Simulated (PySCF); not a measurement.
From results back to the method.

C5H6BF.
Cartesian coordinates in Å at the PBE0-D3(BJ)/def2-SVP level; atoms count from 1:
```xyz
13
C5H6BF angstrom
C     -2.304    0.662   -0.556
C     -2.205   -0.580   -0.056
F     -3.330   -1.293    0.117
B     -0.877   -1.279    0.344
C      0.448   -0.571    0.204
C      1.532   -0.013    0.108
C      2.818    0.645    0.008
H     -3.271    1.098   -0.821
H     -1.396    1.249   -0.700
H     -0.917   -2.407    0.776
H      3.616   -0.071   -0.245
H      2.810    1.443   -0.751
H      3.080    1.105    0.975
```

The closed-shell ground state was solved 3 times with PySCF (density fitting, gas phase), always with PBE0, in these basis sets: 6-31G, STO-3G and cc-pVDZ.

```json
{"row": "P", "total energy (Eh)": "-318.4002", "HOMO (eV)": "-7.39", "LUMO (eV)": "-2.23", "dipole (D)": "3.33"}
{"row": "Q", "total energy (Eh)": "-318.3112", "HOMO (eV)": "-7.39", "LUMO (eV)": "-2.13", "dipole (D)": "3.73"}
{"row": "R", "total energy (Eh)": "-314.2953", "HOMO (eV)": "-4.76", "LUMO (eV)": "0.32", "dipole (D)": "2.11"}
```

Problem. Which basis belongs to which row?

Solution. P = cc-pVDZ, Q = 6-31G, R = STO-3G. From the lowest total energy up: cc-pVDZ (128 functions) 0 eV; 6-31G (75 functions) +2.42 eV; STO-3G (41 functions) +111.70 eV.

One conformer stands for the species.
